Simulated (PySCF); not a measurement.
AlFGeH4O. Atoms are numbered in the order given.

```xyz
8

Al     0.2782     0.6310    -0.8214
F      1.8289     0.6087    -1.4374
Ge    -0.3461    -0.8106     1.0501
H     -0.1186    -2.2954     0.7054
H      0.5037    -0.4972     2.2971
H     -1.8276    -0.6293     1.4252
O     -0.8566     1.6756    -1.5204
H     -0.7069     2.2758    -2.2534
```

Geometry: PBE0-D3(BJ)/def2-SVP. The structure was generated by enumeration; whether it is a known compound was not checked. One conformer was computed; it need not be the lowest.

Computed with PBE/def2-TZVP run with PySCF.

The molecule is in vacuum.

```
Quantity                                                                                                        Value
---------------------------------------------------------------------------------------------  ----------------------
total energy                                                                                      -2496.49826 hartree
highest occupied level                                                                                       -7.23 eV
lowest empty level                                                                                           -1.74 eV
orbital gap                                                                                                   5.49 eV
dipole moment                                                                                                  0.80 D
quadrupole, principal values (traceless, Buckingham form, about the centre of nuclear charge)  -10.15, 3.74, 6.41 D·Å
mean static polarisability                                                                       63.4 bohr³ (9.40 Å³)
polarisability, principal values                                                               54.6, 58.3, 77.3 bohr³
```
